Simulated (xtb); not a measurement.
Br$_{3}$Pb, charge -1, singlet, at a GFN2-xTB geometry (such geometries of metal compounds can be far from the true shape). Base run: GFN2-xTB (xtb).

xtb was given this input:
```
$ xtb mol.xyz --gfn 2 --chrg -1 --json

# file mol.xyz
4

Pb     0.00381371    -0.00015158     0.64375725
Br     0.60057734    -2.35520043    -0.50687391
Br     1.73497476     1.70048433    -0.51263926
Br    -2.34448708     0.65507125    -0.48871810
```

The base run was repeated with changes; each row names its change, and settings that it needs were set with it.

```tsv
change	ΔE vs base (kcal/mol)	HOMO-LUMO gap (eV)	G_solv (kcal/mol)	SCF cycles
base	0.000	5.20	-	11
etemp = 5000	-0.224	5.21	-	11
gbsa = water	[?]	[?]	[?]	11
acc = 0.1	0.000	5.20	-	12
alpb = chcl3	[?]	[?]	[?]	11
etemp = 1000	0.000	5.20	-	11
etemp = 10000	-9.60	5.37	-	11
```

Problem. Complete the blanks.

Solution. 
- gbsa = water, ΔE vs base (kcal/mol): -50.71
- gbsa = water, HOMO-LUMO gap (eV): 5.38
- gbsa = water, G_solv (kcal/mol): -51.41
- alpb = chcl3, ΔE vs base (kcal/mol): -49.49
- alpb = chcl3, HOMO-LUMO gap (eV): 5.39
- alpb = chcl3, G_solv (kcal/mol): -50.24

ALPB and GBSA are two models with their own fitted parameters for each solvent, which aren't always the measured dielectric constant.
